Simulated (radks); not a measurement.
Problem. The bismuth ion Bi2+, 81 electrons, occupied as [Hg] 6p1. Method: scalar-relativistic Kohn-Sham, revPBE, spin-polarised, spherical densities, finite nucleus; open shells are filled with parallel spins first (spin-orbit coupling, left out, can overturn this in heavy ions); Fermi nuclear charge, rms radius 5.5211 fm; computed with a radial shooting solver on a logarithmic mesh with Libxc functionals. Some entries of the table are withheld. Estimate them.

orbital  occ.  eigenvalue (Ry)  <r> (bohr)  <r^2> (bohr^2)
1s up       1        -6661.689     0.01579       0.0003463
1s down     1        -6661.688     0.01579       0.0003463
2s up       1        -1198.104     0.06649        0.005245
2s down     1        -1198.104     0.06649        0.005245
2p up       3        -1025.463     0.06055        0.004486
2p down     3        -1025.462     0.06055        0.004486
3s up       1        -290.2000      0.1716         0.03370
3s down     1        -290.1994      0.1716         0.03370
3p up       3        -240.8472      0.1737         0.03501
3p down     3        -240.8464      0.1737         0.03501
3d up       5        -191.1786      0.1575         0.02902
3d down     5        -191.1780      0.1575         0.02902
4s up       1        -67.60397      0.3771          0.1604
4s down     1        -67.60286      0.3771          0.1604
4p up       3        -51.42563      0.4025          0.1840
4p down     3        -51.42442      0.4025          0.1840
4d up       5        -32.90129      0.4225          0.2058
4d down     5        -32.89991      0.4224          0.2058
5s up       1        -12.87315      0.8313          0.7738
5s down     1        -12.87000      0.8313          0.7738
4f up       7        -12.50490      0.4410          0.2321
4f down     7        -12.50330      0.4410          0.2321
5p up       3              (1)      0.9482           1.013
5p down     3              (2)      0.9478           1.012
5d up       5         -3.27497       1.228           1.741
5d down     5         -3.26338       1.222           1.722
6s up       1         -2.27567         (3)           4.810
6s down     1         -2.21614         (4)           4.774
6p up       1         -1.43405       2.615             (5)
6p down     0         -1.36658       2.630             (6)

Solution. 
(1) 5p up eigenvalue (Ry): -8.33325
(2) 5p down eigenvalue (Ry): -8.33018
(3) 6s up <r> (bohr): 2.072
(4) 6s down <r> (bohr): 2.062
(5) 6p up <r^2> (bohr^2): 7.697
(6) 6p down <r^2> (bohr^2): 7.799
